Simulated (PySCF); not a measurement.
Excitation energy of Bi⁺ by level of theory

Bi⁺ [Xe] 4f14 5d10 6s2 6p2 (3P) → Bi⁺ [Xe] 4f14 5d10 6s1 6p2 7s1 (5P), as a difference of total energies. Calculation: PySCF 2.14, in aug-cc-pwCVTZ-PP with ECP60MDF; scalar relativity through the core potential. Correlated levels: valence: 5s2 5p6 5d10 frozen. The calculations carry no spin-orbit coupling.

```json
{"method": "UHF", "excitation energy (eV)": "15.047"}
{"method": "MP2 (valence)", "excitation energy (eV)": "15.766"}
{"method": "SCS-MP2 (valence)", "excitation energy (eV)": "16.075"}
{"method": "CCSD (valence)", "excitation energy (eV)": "15.883"}
{"method": "CCSD(T) (valence)", "excitation energy (eV)": "15.903"}
```

Q: How much does correlation contribute at CCSD(T) (valence)?

A: 15.903 − (15.047) = 0.856 eV, measured against UHF.

Spin-orbit coupling is strong in these open shells (close to jj coupling). The scalar numbers leave it out and a first-order estimate fails, so it can dominate the gap to the real levels.

The promoted electron is Rydberg-like, and one or two diffuse shells describe it only roughly, which tends to raise the upper state.
